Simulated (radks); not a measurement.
Values are calculated unless marked as measured or tabulated.
Task: All-electron atom: Pm XI in [Kr] 4d10 4f3 5s2. Code: a radial shooting solver on a logarithmic mesh with Libxc functionals. Model: Dirac Kohn-Sham, PBE, spin-unpolarised, spherical densities, point nucleus; open shells are shared between the two j in proportion to 2j + 1. Some entries of the table are withheld. Estimate them.

orbital,occ.,eigenvalue (eV),r(max) (bohr)
1s1/2,2,-45147.22,0.01478
2s1/2,2,-7474.482,0.08395
2p1/2,2,-7086.582,0.06370
2p3/2,4,-6526.250,0.06924
3s1/2,2,-1758.018,0.2388
3p1/2,2,-1591.813,(1)
3p3/2,4,-1479.074,(2)
3d3/2,4,-1190.423,0.1898
3d5/2,6,-1165.992,0.1932
4s1/2,2,-477.0197,(3)
4p1/2,2,(4),(5)
4p3/2,4,(6),(7)
4d3/2,4,(8),(9)
4d5/2,6,(10),(11)
5s1/2,2,-178.8081,1.198
4f5/2,1.28571,-155.2303,0.5985
4f7/2,1.71429,-154.5546,0.6022

Result: 
(1) 3p1/2 r(max) (bohr): 0.2257
(2) 3p3/2 r(max) (bohr): 0.2376
(3) 4s1/2 r(max) (bohr): 0.5509
(4) 4p1/2 eigenvalue (eV): -413.4777
(5) 4p1/2 r(max) (bohr): 0.5571
(6) 4p3/2 eigenvalue (eV): -388.3890
(7) 4p3/2 r(max) (bohr): 0.5819
(8) 4d3/2 eigenvalue (eV): -283.4289
(9) 4d3/2 r(max) (bohr): 0.5933
(10) 4d5/2 eigenvalue (eV): -278.8559
(11) 4d5/2 r(max) (bohr): 0.6012
